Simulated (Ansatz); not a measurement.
Spectroscopic constants of LiSi-, multiplicity 5 (an upper state: multiplicity 3 came lower at CCSD(T)/def2-TZVPP on PBE0 minima).

The constants come from a fifth-degree fit in 1/R (seven points, main isotopes). Runs in def2 and cc sets follow the lowest solution found near the PBE0 minimum.

Correlated levels freeze the inner cores; with def2 sets outer-core shells near the valence are correlated too.

The values were computed with Ansatz (Gaussian basis) for Hartree–Fock, density functionals and correlated methods. 

Problem. What bond length and harmonic frequency does PBE/def2-TZVPP give?

Solution. r_e = 2.575 Å, ω_e = 309 cm⁻¹.

Problem. What bond length and harmonic frequency does PBE0/def2-TZVPP give?

Solution. r_e = 2.570 Å, ω_e = 314 cm⁻¹.

Problem. What bond length and harmonic frequency does CCSD(T)/def2-TZVPP give?

Solution. r_e = 2.577 Å, ω_e = 318 cm⁻¹.

Ansatz is a quantum-chemistry and plane-wave program.
